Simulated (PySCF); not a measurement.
Energy of Fe (iron, neutral) between two integer charges

The 4s beta orbital of [Ar] 3d6 4s2 is emptied in steps (occupation f), with all orbitals relaxed, ending at [Ar] 3d6 4s1. All numbers are calculated (PySCF 2.14, the spin-free X2C one-electron Hamiltonian (Gaussian nucleus), in aug-cc-pVTZ-DK (8s7p5d3f2g, 93 functions)). The exact energy is a straight line in f; departures are measured from the line between the end points of the same method.

| f | UHF (eV) | LDA (eV) | PBE (eV) |
| --- | --- | --- | --- |
| 1 | 0.000 | 0.000 | 0.000 |
| 0.9 | 0.019 | -0.280 | -0.271 |
| 0.7 | 0.043 | -0.657 | -0.636 |
| 0.5 | 0.048 | -0.785 | -0.762 |
| 0.3 | 0.038 | -0.660 | -0.644 |
| 0.1 | 0.016 | -0.283 | -0.275 |
| 0 | 0.000 | 0.000 | 0.000 |

```tsv
method	E(f=0) − E(f=1) (eV)	−ε at f=1 (eV)	−ε at f=0.5 (eV)
UHF	6.432	6.655	6.419
LDA	8.142	5.034	8.133
PBE	7.832	4.834	7.808
```

Orbital energy along the path (eV):

| f | UHF | LDA | PBE |
| --- | --- | --- | --- |
| 1 | -6.655 | -5.034 | -4.834 |
| 0.9 | -6.598 | -5.642 | -5.417 |
| 0.7 | -6.500 | -6.878 | -6.601 |
| 0.5 | -6.419 | -8.133 | -7.808 |
| 0.3 | -6.349 | -9.397 | -9.042 |
| 0.1 | -6.289 | -10.660 | -10.314 |
| 0 | -6.262 | -11.258 | -10.688 |

Reference removal energy between the ground levels: 7.902 eV (measured; NIST Atomic Spectra Database, ionization energies). The calculation has no spin-orbit coupling. UHF lacks correlation.
